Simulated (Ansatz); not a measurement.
Cost and result for the atomization energy of H₆OSi₃, SMILES `O[SiH]1[SiH2][SiH2]1` (10 atoms, 10 bonds).

```xyz
10

O     1.209   -1.246   -1.668
Si    0.798    0.036   -0.718
Si   -1.384    0.668   -0.299
Si    0.000   -0.065    1.463
H     1.908   -1.817   -1.345
H     1.686    1.219   -0.893
H    -2.468   -0.311   -0.563
H    -1.821    2.073   -0.501
H     0.548    0.812    2.529
H    -0.475   -1.369    1.995
```

Charge 0, multiplicity 1. The geometry is a stationary point of PBE0-D4/def2-TZVP. It is one conformer, not always the lowest. Program: Ansatz. All runs use 2 threads of an Arm Neoverse V1 on a shared host. Times are those of one run each, without the atoms' runs, and a repeat can differ threefold. Electronic energies, without spin–orbit coupling; frozen cores. CCSD(T)/CBS adds CCSD(T) − MP2 in def2-TZVPP to the MP2 limit, and its time is that of the two runs behind it. T1 = 0.015. B3LYP takes the VWN-RPA correlation (the form of Gaussian; ORCA's B3LYP/G). HSE06 is the plane-wave form, built on full-range PBE exchange.

CCSD(T)/CBS is a level of theory with its own doubt, some kJ/mol a heavy atom from the limit and from the frozen cores, so smaller differences don't rank the functionals.

```
                             level  functions  wall time
              revPBE-D4/def2-TZVPP        241      3.5 s
                  CCSD(T)/def2-SVP         98        4 s
                PBE0-D4/def2-TZVPP        241      5.5 s
               HSE06-D4/def2-TZVPP        241        6 s
           CAM-B3LYP-D4/def2-TZVPP        241      6.5 s
r2SCAN-D4/def2-TZVPP (with forces)        241        8 s
 B3LYP-D4/def2-TZVPP (with forces)        241        8 s
             r2SCANh-D4/def2-TZVPP        241      8.5 s
                 B97M-V/def2-TZVPP        241       15 s
  ωB97M-V/def2-TZVPP (with forces)        241       20 s
                    MP2/def2-QZVPP        447       33 s
                CCSD(T)/def2-TZVPP        241    7.7 min
                 CCSD(T)/CBS(def2)          –    8.2 min
```

Problem. What atomization energy does each give, and how far from CCSD(T)/CBS? (Best estimate.)

Solution. Computed: 
```csv
level,atomization (kcal/mol),difference from CCSD(T)/CBS,per bond
revPBE-D4/def2-TZVPP,719.9,-15.4,-1.5
CCSD(T)/def2-SVP,670.7,-64.6,-6.5
PBE0-D4/def2-TZVPP,726.5,-8.8,-0.9
HSE06-D4/def2-TZVPP,726.9,-8.4,-0.8
CAM-B3LYP-D4/def2-TZVPP,731.3,-4.0,-0.4
r2SCAN-D4/def2-TZVPP (with forces),736.7,1.4,0.1
B3LYP-D4/def2-TZVPP (with forces),729.3,-6.0,-0.6
r2SCANh-D4/def2-TZVPP,732.5,-2.8,-0.3
B97M-V/def2-TZVPP,742.7,7.4,0.7
ωB97M-V/def2-TZVPP (with forces),732.4,-2.9,-0.3
MP2/def2-QZVPP,727.2,-8.1,-0.8
CCSD(T)/def2-TZVPP,712.1,-23.2,-2.3
CCSD(T)/CBS(def2),735.3,0.0,0.0
```

From r2SCAN to r2SCAN0 (25 % exact exchange), in def2-TZVPP and without D4, the atomization energy moves by −10.5 kcal/mol: exact exchange takes away binding that semilocal exchange gives to molecules. At CCSD(T), def2-SVP lies −64.7 kcal/mol from the extrapolated value and def2-TZVPP −23.2 kcal/mol: correlation converges slowly with the basis, and small sets miss more of it in the bonded molecule than in its fragments. In def2-TZVPP, CCSD(T) changes the Hartree–Fock value by +183.5 kcal/mol (the triples alone add +10.3 kcal/mol) and MP2 by +184.7 kcal/mol; breaking electron pairs costs correlation energy, which Hartree–Fock lacks.
